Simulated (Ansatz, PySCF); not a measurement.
Reaction (SMILES): C=O (CH2O) [formaldehyde] -> [CH-]=O + H+
Each molecule is optimised on its own at B3LYP-D3(BJ)/def2-TZVP (Ansatz, a quantum-chemistry and plane-wave program).
Geometry of the first species:
SMILES: C=O
```xyz
4

O     -0.0009    -0.0102     0.6728
C      0.0007     0.0079    -0.5259
H     -0.0027     0.9554    -1.0993
H      0.0057    -0.9218    -1.1276
```

Quantity: gas-phase deprotonation energy (0 K, with B3LYP-D3(BJ) harmonic zero-point energies from PySCF), in kcal/mol. Cores are frozen in the correlated levels unless marked. No spin-orbit coupling. No relativistic terms. Anions need diffuse functions: aug- sets have them; def2-D sets add few; the other sets have none. CBS(X,Y): correlation extrapolated as X^-3; Hartree-Fock from the larger set.

CCSD(T)/CBS(def2-TZVPPD,def2-QZVPPD) (Ansatz) gives 394.5 kcal/mol.

Task: Another calculation gave 397.3 kcal/mol. Which level was it?
(A) B2PLYP/def2-TZVPD (Ansatz)
(B) SVWN5/def2-TZVPD (Ansatz)
(C) LC-wPBE/def2-TZVPD (Ansatz)
(D) BP86/def2-TZVPD (PySCF)

Result: C, LC-wPBE/def2-TZVPD (Ansatz). The others give 393.2 (B2PLYP), 384.0 (SVWN5), 389.8 (BP86) kcal/mol.
